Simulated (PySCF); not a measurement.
PySCF input file for sulfuric acid cation (H2O4S), SMILES O=S(=O)(O)O (connectivity only; charge and spin as stated), charge +1, multiplicity 2, PBE-D3(BJ)/def2-SVP. Coordinates come from a PBE-D3(BJ)/def2-SVP optimisation. The spin state was assumed, not searched. Other conformers were not sampled.

```python
import numpy as np
from pyscf import gto, scf, dft
from pyscf.hessian import thermo

mol = gto.M(
    atom='''
    O    -0.00000001   -1.15690218    0.99263438
    S    -0.00000000    0.00000000   -0.07241078
    O     1.18179743    0.00000003   -0.99156234
    O    -1.18179741    0.00000002   -0.99156239
    O    -0.00000001    1.15690213    0.99263445
    H    -0.00000001   -2.05757554    0.57070975
    H    -0.00000002    2.05757550    0.57070987
    ''',
    basis='def2-SVP',
    charge=1,
    spin=1,
    max_memory=1600,
    verbose=3,
)
mf = dft.UKS(mol, xc='pbe').density_fit(auxbasis='def2-universal-jkfit')
mf.disp = 'd3bj'
mf.grids.level = 3
mf.conv_tol = 1e-11
mf.max_cycle = 100
mf.kernel()
fine, coarse = mf.grids, dft.Grids(mol).set(level=1).build(with_non0tab=True)
for _ in range(3):  # follow internal instabilities
    mf.grids = coarse
    mo, _, stable, _ = mf.stability(return_status=True, nroots=4)
    mf.grids = fine
    if stable:
        break
    mf.kernel(mf.make_rdm1(mo, mf.mo_occ))

# [left out here: the lines that compute and print the analytic Hessian (its translational invariance restored by hand, since the grid's response is missing), thermochemistry and intensities]
```

It prints:

```

WARN: HOMO -0.375725045292581 >= LUMO -0.375725045292581

converged SCF energy = -699.006529455122  <S^2> = 0.75438626  2S+1 = 2.0043815
<class 'pyscf.df.df_jk.DFUKS'> wavefunction is stable in the internal stability analysis

WARN: DFTD3 does not support analytical Hessian, using finite difference


WARN: Mole.unit (angstrom) is changed to Bohr

Mode                                 0                   1                   2
Irrep
Freq [cm^-1]                      160.8251            301.9486            324.2859
Reduced mass [au]                   1.3809              4.0356             11.7791
Force const [Dyne/A]                0.0210              0.2168              0.7298
Char temp [K]                     231.3915            434.4369            466.5752
Normal mode                   x     y     z       x     y     z       x     y     z
       0   O                 0.03  0.00  0.00    0.13  0.00  0.00   -0.00  0.03  0.07
       1   S                 0.00 -0.00  0.00    0.00 -0.00  0.00    0.00  0.00  0.04
       2   O                -0.00 -0.09 -0.00   -0.00 -0.09 -0.00   -0.10 -0.00 -0.11
       3   O                -0.00  0.09  0.00    0.00  0.09  0.00    0.10 -0.00 -0.11
       4   O                -0.03 -0.00  0.00   -0.13 -0.00  0.00   -0.00 -0.03  0.07
       5   H                 0.59 -0.00  0.00   -0.31  0.00  0.00   -0.00  0.01  0.11
       6   H                -0.59 -0.00 -0.00    0.31 -0.00  0.00   -0.00 -0.01  0.11
Mode                                 3                   4                   5
Irrep
Freq [cm^-1]                      373.0712            415.4257            427.7094
Reduced mass [au]                  19.0768              6.9853              1.0356
Force const [Dyne/A]                1.5644              0.7103              0.1116
Char temp [K]                     536.7664            597.7050            615.3785
Normal mode                   x     y     z       x     y     z       x     y     z
       0   O                -0.11 -0.00 -0.00   -0.00 -0.02  0.09    0.02 -0.00 -0.00
       1   S                 0.11  0.00 -0.00    0.00 -0.09 -0.00    0.02 -0.00  0.00
       2   O                -0.00  0.00 -0.09    0.00  0.11 -0.00    0.01  0.00 -0.01
       3   O                -0.00 -0.00  0.09   -0.00  0.11  0.00    0.01  0.00  0.01
       4   O                -0.11  0.00 -0.00   -0.00 -0.02 -0.09    0.02  0.00 -0.00
       5   H                 0.02 -0.00 -0.00    0.00 -0.08  0.20   -0.69 -0.00 -0.00
       6   H                 0.02  0.00 -0.00    0.00 -0.08 -0.20   -0.69 -0.00 -0.00
Mode                                 6                   7                   8
Irrep
Freq [cm^-1]                      451.2656            814.8113            871.4152
Reduced mass [au]                   5.8824             14.3250              4.7357
Force const [Dyne/A]                0.7058              5.6035              2.1188
Char temp [K]                     649.2707           1172.3320           1253.7725
Normal mode                   x     y     z       x     y     z       x     y     z
       0   O                -0.00  0.12  0.06    0.00  0.11 -0.10    0.00 -0.09  0.11
       1   S                 0.00  0.00 -0.08   -0.00  0.00  0.04    0.00  0.08 -0.00
       2   O                 0.07 -0.00  0.00   -0.07  0.00  0.05   -0.00 -0.00  0.00
       3   O                -0.07 -0.00  0.00    0.07  0.00  0.05   -0.00 -0.00 -0.00
       4   O                -0.00 -0.12  0.06    0.00 -0.11 -0.10    0.00 -0.09 -0.11
       5   H                -0.00  0.04  0.24    0.00  0.07  0.02   -0.00  0.08 -0.28
       6   H                -0.00 -0.04  0.24    0.00 -0.07  0.02   -0.00  0.08  0.28
Mode                                 9                  10                  11
Irrep
Freq [cm^-1]                      913.3303           1065.4742           1077.9814
Reduced mass [au]                  18.8664              1.2985              1.4235
Force const [Dyne/A]                9.2725              0.8685              0.9746
Char temp [K]                    1314.0789           1532.9801           1550.9752
Normal mode                   x     y     z       x     y     z       x     y     z
       0   O                -0.01 -0.00  0.00   -0.00  0.05  0.03   -0.00  0.05  0.01
       1   S                -0.10  0.00 -0.00   -0.00 -0.00  0.04    0.00 -0.08 -0.00
       2   O                 0.11 -0.00 -0.10    0.05  0.00 -0.03   -0.00  0.01  0.00
       3   O                 0.11  0.00  0.10   -0.05  0.00 -0.03    0.00  0.01  0.00
       4   O                -0.01 -0.00 -0.00   -0.00 -0.05  0.03   -0.00  0.05 -0.01
       5   H                 0.01  0.00 -0.00    0.00  0.30 -0.53    0.00  0.29 -0.51
       6   H                 0.01  0.00  0.00   -0.00 -0.30 -0.53    0.00  0.29  0.51
Mode                                12                  13                  14
Irrep
Freq [cm^-1]                     1121.8135           3506.1756           3516.9400
Reduced mass [au]                   6.0818              1.0664              1.0699
Force const [Dyne/A]                4.5094              7.7237              7.7967
Char temp [K]                    1614.0399           5044.6061           5060.0936
Normal mode                   x     y     z       x     y     z       x     y     z
       0   O                 0.00 -0.01  0.05    0.00  0.04  0.02    0.00 -0.04 -0.02
       1   S                 0.00  0.00 -0.10   -0.00  0.00 -0.00   -0.00  0.00 -0.00
       2   O                -0.10 -0.00  0.07   -0.00 -0.00  0.00    0.00 -0.00 -0.00
       3   O                 0.10 -0.00  0.07    0.00 -0.00  0.00   -0.00 -0.00 -0.00
       4   O                 0.00  0.01  0.05    0.00  0.04 -0.02    0.00  0.04 -0.02
       5   H                 0.00  0.11 -0.22    0.00 -0.62 -0.28    0.00  0.62  0.28
       6   H                 0.00 -0.11 -0.22    0.00 -0.62  0.28    0.00 -0.62  0.28
temperature 298.1500 [K]
pressure 101325.00 [Pa]
Rotational constants [GHz] 5.26153 4.65830 4.38842
Symmetry number 2
Zero-point energy (ZPE) 0.03495 [Eh]   91768.367 [J/mol]
                           tot       elec      trans        rot        vib
Entropy [J/mol/K]       312.604      5.763    165.937    100.951     39.952
Cv [J/mol/K]             81.178      0.000     12.472     12.472     56.235
Cp [J/mol/K]             89.493      0.000     20.786     12.472     56.235
Internal energy [J/mol]                      3718.434   3718.434  99315.845
Internal energy [Eh]   -698.96587  -699.00653
Enthalpy [J/mol]                             6197.391   3718.434  99315.845
Enthalpy [Eh]          -698.96493
Gibbs free energy [J/mol]                  -43276.808 -26380.209  87404.028
Gibbs free energy [Eh] -699.00042
mode   freq/cm-1   IR/(km/mol)
   1      160.83         0.000
   2      301.95         0.000
   3      324.29        14.043
   4      373.07        18.786
   5      415.43        49.332
   6      427.71       264.613
   7      451.27         0.110
   8      814.81        33.876
   9      871.42       226.006
  10      913.33        13.749
  11     1065.47        65.566
  12     1077.98         6.854
  13     1121.81       177.053
  14     3506.18       855.692
  15     3516.94         0.658
max |gradient| / (hartree/bohr): 7.112332043205356e-05
APT charges: [-0.5338  1.3172 -0.0692 -0.0692 -0.5338  0.4445  0.4445]
```

The calculation finished and met its thresholds.
